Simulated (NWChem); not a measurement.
Atomisation of C2H2Cl

```
C
C 1 1.3083
H 2 1.0872 1 141.35
H 1 1.0945 2 123.96 3 180.00
Cl 1 1.7496 4 112.84 2 180.00
```
Charge 0, spin multiplicity 2.

The numbers come from NWChem runs, not from measurements. Structure: optimised with UPBE0/def2-SVP, a minimum by its harmonic frequencies.

Basis set: def2-TZVP. The atomisation energy is electronic alone: no zero-point, thermal, spin-orbit or counterpoise terms. No value is extrapolated to the basis-set limit. Free atoms are single determinants with multiplicities C 3, Cl 2, H 2.

B3LYP has NWChem's definition, with VWN1-RPA local correlation. The structure started from a generated list of species. The unpaired electrons of the parent sit in orbitals of symmetry a' (Cs labels of the run); other states weren't searched. The stability of the SCF solutions was not checked.

Problem. One of these methods gave an atomisation energy of 422.0 kcal/mol. Which?
A) PBE
B) B3LYP
C) BHandHLYP
D) M06-2X

Solution. B, B3LYP. The others give 424.9 (M06-2X), 442.5 (PBE), 405.5 (BHandHLYP).
